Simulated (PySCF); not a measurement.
F3OSi, SMILES [O][Si](F)(F)F, multiplicity 2.

The structure is a stationary point at B3LYP-D3(BJ)/def2-SVP. The isomer is the one that the SMILES or the coordinates give; other isomers of the formula were not compared.

The numbers are results of PySCF with TDA-M06-2X/def2-SVPD, not measurements.

Vertical excitations. 

| state | energy (eV) | λ (nm) | f | main pairs |
|---|---|---|---|---|
| root 1 | 1.72 | 721 | 0.000 | β HOMO−1→LUMO 89 % |
| root 2 | 7.18 | 173 | 0.002 | β HOMO−2→LUMO 96 % |
| root 3 | 7.59 | 163 | 0.016 | β HOMO−4→LUMO 96 % |
| root 4 | 7.60 | 163 | 0.000 | β HOMO−3→LUMO 96 % |
| root 5 | 8.13 | 153 | 0.002 | β HOMO−5→LUMO 96 % |
| root 6 | 8.22 | 151 | 0.005 | β HOMO−6→LUMO 95 % |
| root 7 | 8.49 | 146 | 0.003 | β HOMO−7→LUMO 87 % |
| root 8 | 9.13 | 136 | 0.012 | β HOMO→LUMO+1 75 % |
| root 9 | 9.60 | 129 | 0.001 | β HOMO−8→LUMO 97 % |
| root 10 | 9.61 | 129 | 0.016 | β HOMO−9→LUMO 97 % |
Unrestricted roots are not spin-pure.
